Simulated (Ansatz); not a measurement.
A structure relaxed at PBE0-D4/def2-TZVP in Ansatz, charge 0, quintet:

Cartesian coordinates in Å:
```
Cr 0.1874 -0.0639 -0.3449
N -1.5421 0.2728 -0.9757
H -2.2990 -0.3982 -1.0093
H -1.9450 1.1887 -1.1278
N 1.6118 -0.2969 0.8463
H 1.8255 -1.1475 1.3512
H 2.1614 0.4450 1.2603
```

Task: Give its formula, name or SMILES and point group.

Result: Cr(NH2)2 (CrN2H4). Point group Cs (tolerance 0.1 Å).

Task: Summarise the bond lengths by kind (pairs closer than 1.2 times the sum of covalent radii, bridged metal pairs left out).

Result: 2 × Cr–N 1.87 Å; 4 × H–N 1.01 Å. The metal has 2 neighbours: N 1.87 Å, N 1.87 Å.
